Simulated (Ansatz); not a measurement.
CH2FGaO. The species carries charge 0 and has multiplicity 1. The bonds changed during the relaxation, so this is another structure than the one it started from. The geometry is a stationary point of PBE0-D4/def2-TZVP.

```xyz
6

F    -0.643   -0.491    1.093
C     0.428   -0.062    0.289
O    -0.026    0.346   -0.912
Ga   -1.768    0.382   -1.522
H     0.910    0.751    0.846
H     1.100   -0.926    0.205
```

What is the dipole moment at r2SCAN/def2-TZVPP? (Estimate.)

The calculation gave: 0.75 D, with components (0.01, 0.27, -0.70) D in this frame, pointing from negative to positive charge.

And with PBE, B3LYP, ωB97M-V? (An estimate is asked.)

Ansatz gave: PBE 0.75 D, B3LYP 0.86 D, ωB97M-V 0.85 D.

Give the Mulliken charges with r2SCAN, B3LYP, ωB97M-V in def2-TZVPP. (Best estimate.)

The calculation gave: 
```tsv
atom	r2SCAN	B3LYP	ωB97M-V
F1	-0.28	-0.28	-0.27
C2	0.30	0.19	0.16
O3	-0.44	-0.41	-0.43
Ga4	0.32	0.32	0.33
H5	0.05	0.09	0.10
H6	0.05	0.09	0.10
```

B3LYP here is the variant with VWN-RPA as its local correlation; programs differ in this.
